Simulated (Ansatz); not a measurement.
# An elementary step

Start structure (Si$_{4}$H$_{11}$ClF$_{2}$, closed shell), relaxed at PBE0-D4/def2-TZVP:

Si1  (-0.465, -0.146, -0.141)
Si2  (-0.266, -0.173, 2.194)
Si3  (1.385, -1.121, -1.221)
Si4  (-2.428, -1.250, -0.791)
F5  (-0.611, 1.418, -0.636)
H6  (0.257, 3.037, -0.517)
Cl7  (1.154, 3.943, -0.291)
H8  (2.337, 2.189, 0.181)
F9  (2.579, 1.299, 0.325)
H10  (-1.536, 0.263, 2.834)
H11  (0.004, -1.585, 2.580)
H12  (0.845, 0.694, 2.658)
H13  (0.911, -2.357, -1.906)
H14  (2.449, -1.496, -0.258)
H15  (1.905, -0.181, -2.246)
H16  (-2.566, -1.266, -2.272)
H17  (-2.321, -2.652, -0.301)
H18  (-3.635, -0.618, -0.195)
(Å)

The step: Si₄H₉F ([F][Si]([SiH3])([SiH3])[SiH3]) + HCl + HF → Si₃H₆F₂ ([F][Si]([F])([SiH3])[SiH3]) + SiH₄ + HCl; bonds formed: Si1–F9, Si2–H8; bonds broken: Si1–Si2, H8–F9. Program: Ansatz 0.2.0. Basis: def2-TZVPP and def2-QZVPP. Cores are frozen in the correlated methods. Extrapolation: Hartree–Fock as exp(−7.88 √X), correlation as X^−2.97. Energies below are by CCSD(T) at an estimated basis limit (MP2 extrapolated from triple and quadruple zeta, plus CCSD(T) − MP2 in triple zeta).

(1) What are the electronic barrier and the energy of the step, from the start structure to the end structure? (To be estimated.)

No T1 diagnostic of these runs exceeds 0.015.

Results:

(1) By the calculation: Barrier 177.2 kJ/mol; step energy -120.1 kJ/mol (downhill); reverse barrier, their difference, 297.3 kJ/mol. Barrier and step energy count from the start structure, the reverse barrier from the end structure.

The saddle point: One imaginary mode of 1025i cm⁻¹.
| pair | start (Å) | saddle (Å) | end (Å) |
| --- | --- | --- | --- |
| Si1–F9 | 3.40 | 2.10 | 1.61 |
| Si2–H8 | 4.05 | 1.76 | 1.49 |
| Si1–Si2 | 2.34 | 2.59 | 4.48 |
| H8–F9 | 0.93 | 1.26 | 2.82 |

Zero-point energy (harmonic, PBE0-D4): ZPE is 258.3 kJ/mol at the start and 248.3 kJ/mol at the saddle, so the barrier goes from 177.2 to 167.2 kJ/mol.

Labels in which every atom is bracketed show which atoms are joined, not bond orders.

For scale, one of the runs: CCSD(T)/def2-TZVPP, 426 basis functions, launched by `ansatz run in.yaml --threads 4 --pin off --events-out ev --progress --plain --max-ram 66560MiB --backend cuda --devices 0, --max-vram 37GiB`. The run took 96 s on 4 CPU threads of an AMD EPYC 7R13 and a share of one NVIDIA H100 (shared host), with 1.7 GiB of host memory at its peak.
